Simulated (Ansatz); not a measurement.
C2H6OSSi, SMILES `C=C(S)O[SiH3]`. Charge 0, multiplicity 1.

Z-matrix (Å, degrees):
```
Si
O 1 1.666
H 1 1.483 2 111.6
H 1 1.483 2 110.9 3 -123.3
H 1 1.480 2 103.5 3 117.8
C 2 1.350 1 126.1 3 74.7
S 6 1.771 2 117.1 1 -33.6
C 6 1.328 2 121.9 1 143.2
H 7 1.346 6 96.4 2 -53.3
H 8 1.079 6 120.5 2 175.2
H 8 1.083 6 120.0 2 -4.3
```

Problem. What are the harmonic wavenumbers in cm⁻¹ at PBE0-D4/def2-TZVP (Ansatz, finite differences of forces, unscaled)? (An estimate is asked.)

Solution. Computed: 65, 139, 179, 289, 350, 417, 515, 620, 701, 723, 748, 798, 878, 940, 944, 956, 962, 1063, 1231, 1409, 1701, 2239, 2245, 2262, 2681, 3186, 3292.

Problem. Is this a minimum?

Solution. Yes, all 27 modes are real.

Problem. Give the ideal-gas thermochemistry at 298.15 K and 1 bar (rigid rotor, harmonic oscillator; point group C1, symmetry number 1).

Solution. Zero-point energy 188.6 kJ/mol; H(298) − E = 209.5 kJ/mol; entropy 347.5 J/(mol·K), of which translation 167.0, rotation 114.2, vibration 66.3; G(298) − E = 105.9 kJ/mol. Modes under 100 cm⁻¹ are hindered rotations or soft bends, so the harmonic entropy is rough.

Problem. Rotational constants (cm⁻¹)?

Solution. 0.1605, 0.0762, 0.05414.
